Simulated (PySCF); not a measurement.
1-bromo-1-fluoropropa-1,2-diene (C3H2BrF), SMILES C(=C)=C(Br)F.

Geometry: PBE0-D3(BJ)/def2-SVP.

Two levels are set side by side: PBE/def2-TZVP (PySCF) and CAM-B3LYP/def2-TZVP (PySCF). Same geometry, gas phase. Differences are taken from unrounded values.

```tsv
quantity	CAM-B3LYP	PBE	PBE minus CAM-B3LYP
orbital gap (eV)	8.42	3.78	-4.64
highest occupied level (eV)	-8.62	-6.09	2.53
lowest empty level (eV)	-0.20	-2.30	-2.11
dipole moment (D)	1.97	1.70	-0.27
mean polarisability (bohr³)	58.2	60.3	2.1
```

PBE's occupied levels lie high since its potential decays too fast outside the molecule; exact exchange lowers them and widens the gap. PBE's more diffuse valence density responds more strongly to a field. Differences between two approximate levels are no errors against the true value.

Rough cost on one machine, each run with all the roots and properties that it gave: CAM-B3LYP against PBE within a factor of 2.
